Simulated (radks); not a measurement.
Values are calculated unless marked as measured or tabulated.
Trend from Rb to Xe: ionisation energy by Delta-SCF between NIST ground configurations, and size. Code: a radial shooting solver on a logarithmic mesh with Libxc functionals. Model: Dirac Kohn-Sham, LDA (Slater exchange, Perdew-Wang correlation), spin-unpolarised, spherical densities, finite nucleus; open shells are shared between the two j in proportion to 2j + 1; Fermi nuclear charge, rms radius of each element as measured or else 0.836 A^(1/3) + 0.57 fm.

| species | configuration | IE (eV) | NIST (eV) | kind | outermost | <r> outermost (bohr) | r at 0.001 e/bohr^3 (bohr) |
|---|---|---|---|---|---|---|---|
| Rb | [Kr] 5s1 | 4.274 | 4.177 | exp. | 5s1/2 | 5.12 | 4.55 |
| Sr | [Kr] 5s2 | 6.058 | 5.695 | exp. | 5s1/2 | 4.27 | 5.23 |
| Zr | [Kr] 4d2 5s2 | 7.345 | 6.634 | exp. | 5s1/2 | 3.70 | 5.07 |
| Nb | [Kr] 4d4 5s1 | 6.909 | 6.759 | exp. | 5s1/2 | 3.68 | 4.82 |
| Mo | [Kr] 4d5 5s1 | 7.178 | 7.092 | exp. | 5s1/2 | 3.55 | 4.71 |
| Tc | [Kr] 4d5 5s2 | 8.424 | 7.119 | exp. | 5s1/2 | 3.27 | 4.74 |
| Ru | [Kr] 4d7 5s1 | 7.606 | 7.361 | exp. | 5s1/2 | 3.34 | 4.50 |
| Rh | [Kr] 4d8 5s1 | 7.785 | 7.459 | exp. | 5s1/2 | 3.25 | 4.41 |
| Pd | [Kr] 4d10 | 9.392 | 8.337 | exp. | 4d5/2 | 1.61 | 4.08 |
| Ag | [Kr] 4d10 5s1 | 8.097 | 7.576 | exp. | 5s1/2 | 3.11 | 4.25 |
| Cd | [Kr] 4d10 5s2 | 9.623 | 8.994 | exp. | 5s1/2 | 2.87 | 4.37 |
| In | [Kr] 4d10 5s2 5p1 | 5.600 | 5.786 | exp. | 5p3/2 | 3.74 | 4.62 |
| Sn | [Kr] 4d10 5s2 5p2 | 7.106 | 7.344 | exp. | 5p3/2 | 3.27 | 4.72 |
| Sb | [Kr] 4d10 5s2 5p3 | 8.532 | 8.608 | exp. | 5p3/2 | 2.95 | 4.70 |
| Te | [Kr] 4d10 5s2 5p4 | 9.932 | 9.010 | exp. | 5p3/2 | 2.71 | 4.62 |
| I | [Kr] 4d10 5s2 5p5 | 11.328 | 10.451 | exp. | 5p3/2 | 2.51 | 4.52 |
| Xe | [Xe] | 12.731 | 12.130 | exp. | 5p3/2 | 2.35 | 4.42 |

Reference values: NIST Atomic Spectra Database (exp. = measured, semi-emp. = semi-empirical, theory = theoretical value adopted there). Spin polarisation and multiplet splitting are left out, so open shells lie too high by an amount that depends on their filling. Sharing an open shell by 2j + 1 raises it above the true ground level by a part of the spin-orbit splitting, which enters the differences from NIST.

Beside tabulated values, note that spin-unpolarised runs miss the spin-polarisation part of the exchange energy of open shells.
